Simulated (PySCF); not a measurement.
1-chlorobutane (C₄H₉Cl), SMILES C(CCCl)C. Geometry optimised at PBE-D3(BJ)/def2-SVP. The values are those of a single conformer.

Computed equilibrium geometry at PBE-D3(BJ)/def2-SVP (PySCF confirms it by a frequency run) as bond lengths and angles (one conformer of several):
Atoms: C1 C2 C3 C4 Cl5 H6 H7 H8 H9 H10 H11 H12 H13 H14. Bonds (Å): C1–C2 1.528, C1–H6 1.110, C1–H7 1.110, C1–H8 1.108, C2–C3 1.531, C2–H9 1.111, C2–H10 1.113, C3–C4 1.521, C3–H11 1.112, C3–H12 1.114, C4–Cl5 1.813, C4–H13 1.107, C4–H14 1.108. Bond angles (°): C2–C1–H6 111.6, C2–C1–H7 111.2, C2–C1–H8 111.6, H6–C1–H7 107.2, H6–C1–H8 107.5, H7–C1–H8 107.5, C1–C2–C3 113.1, C1–C2–H9 110.1, C1–C2–H10 109.9, C3–C2–H9 108.4, C3–C2–H10 109.0, H9–C2–H10 105.9, C2–C3–C4 114.7, C2–C3–H11 109.9, C2–C3–H12 109.8, C4–C3–H11 108.9, C4–C3–H12 107.0, H11–C3–H12 106.1, C3–C4–Cl5 112.3, C3–C4–H13 111.6, C3–C4–H14 111.6, Cl5–C4–H13 106.2, Cl5–C4–H14 106.3, H13–C4–H14 108.5.
Charge 0, spin multiplicity 1.
